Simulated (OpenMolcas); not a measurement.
Exact exchange and the HOMO–LUMO gap of CH6O2Si

CH6O2Si: 10 atoms, total charge 0, spin state singlet. SMILES: `C[SiH](O)O`. The shape is that of a PBE0-D4/def2-TZVP optimisation. This is one conformer, not always the lowest.

The HOMO–LUMO gap y, in eV, basis cc-pVDZ; a is the functional's share of exact exchange. Programs: OpenMolcas 26.06.

| functional | program | a | y (eV) |
| --- | --- | --- | --- |
| r2SCAN | OpenMolcas | 0 | 8.40 |
| TPSS | OpenMolcas | 0 | 7.64 |
| B3LYP | OpenMolcas | 0.2 | 9.14 |
| PBE0 | OpenMolcas | 0.25 | ? |
| BHLYP | OpenMolcas | 0.5 | 11.96 |

Question: Fit y = c + s·a to the known rows and predict PBE0.

Answer: 
1. Means of the 4 rows: a = 0.1750, y = 9.285.
2. Σ(Δa)² = 0.1675, Σ(Δa·Δy) = 1.3085, so the slope is 1.3085/0.1675 = 7.8119.
3. Intercept: 9.285 − (7.8119) × 0.1750 = 7.918. The largest residual of the fit is 0.48.
4. PBE0: 7.918 + (7.8119) × 0.25 = 9.87 eV.

The run gave 9.79 eV, so the prediction is off by +0.08 eV, within the largest residual. Exact exchange lowers occupied levels and raises empty ones. The rows mix families of semi-local functionals, which the line can't see.
